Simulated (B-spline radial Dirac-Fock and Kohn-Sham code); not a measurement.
Z = 75 (rhenium), transition energy 50 keV. The computed values come from a radial B-spline solver: a Dirac-Hartree-Slater potential of the neutral atom with a Latter tail (no hole, which puts coefficients of high multipoles low close above an edge), finite nucleus with surface currents. The K shell is not open to conversion at this energy. Subshells that would emit electrons below 1 keV are left out.

Q: A pure transition shows α(L) = 5.29, L1/L2 = 10.1 and L1/L3 = 85.0. What is its multipolarity?
A. M1
B. M2
C. M4
D. E1
E. E2
F. E3
G. M3
H. E4

A: A. For comparison, α(L), L1/L2, L1/L3 are E1 0.378, 1.79, 1.45; E2 70.1, 0.0145, 0.0136; E3 3810, 0.0203, 0.0205; E4 103000, 0.0218, 0.0225; M2 222, 11.1, 2.60; M3 10000, 9.14, 0.342; M4 319000, 7.43, 0.126.
